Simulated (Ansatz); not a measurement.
Calculated with Ansatz (gas phase, PBE0-D4/def2-TZVP geometries, no zero-point term in ΔE). CBS: MP2 limit from def2 TZ/QZ plus the TZ coupled-cluster correction, frozen cores. For Ge outer-core shells are correlated without core-valence functions, which leaves a few kJ/mol of doubt a bond. Scalar relativity is left out up to krypton. One conformer a species, not always the lowest.

`C[NH][GeH]([F])[F]` + `N=C=CCF` → `[F][GeH]([F])[F]` + `CNCC=C=N`  (formal exchange of groups at a Ge–N bond)

```csv
level,ΔE (kJ/mol)
MP2/def2-TZVPP,-78.3
CCSD(T)/def2-TZVPP,-70.9
```

(1) What does CCSD(T)/CBS give? (Best estimate.)

Largest T1 diagnostic among the species: 0.013.

## Answers

(1) Ansatz gave: -68.0 kJ/mol. The listed levels differ from it by -10.3, -2.9 kJ/mol.

In def2-TZVPP, CCSD(T) changes the Hartree–Fock value by −10.0 kJ/mol (the triples alone add −2.4 kJ/mol) and MP2 by −17.4 kJ/mol.
